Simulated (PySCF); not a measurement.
## Bromine: a sound run and one with changed settings

Sound run: Br [Ar] 3d10 4s2 4p5, Br⁺ [Ar] 3d10 4s2 4p4. All numbers are calculated (PySCF 2.14, the non-relativistic Hamiltonian (point nucleus), in def2-SVP). In the sound run the correlated levels freeze [Ar] 3d10. The sound run starts from symmetry-adapted Hartree-Fock orbitals and uses a fine grid where one is needed.

Changed run: scalar relativity by spin-free X2C-1e. This setting is unsound on purpose.

```csv
species,method,sound run (hartree),changed run (hartree),converged
Br,UHF,-2572.08220,-2596.75768,yes
Br,M06-L,-2573.70552,-2598.38068,yes
Br,LDA,-2570.23215,-2594.90196,yes
Br,MP2,-2572.17971,-2596.85502,yes
Br,CCSD(T),-2572.19582,-2596.87089,yes
Br⁺,UHF,-2571.68517,-2596.36215,yes
Br⁺,M06-L,-2573.27111,-2597.94766,yes
Br⁺,LDA,-2569.78923,-2594.46034,yes
Br⁺,MP2,-2571.76251,-2596.43909,yes
Br⁺,CCSD(T),-2571.78005,-2596.45628,yes
```

Ionisation energy of Br:

```csv
method,sound run (eV),changed run (eV)
UHF,10.804,10.763
M06-L,11.821,11.783
LDA,12.053,12.017
MP2,11.353,11.318
SCS-MP2,11.334,11.299
CCSD,11.309,11.277
CCSD(T),11.314,11.282
```

Most of the change in total energy is the relativistic energy itself. On top of that the contraction fixes the core shape for the Hamiltonian it was made with, so the changed run is not a good calculation with the other Hamiltonian either.

For comparison, NIST gives 11.814 eV between the lowest levels.
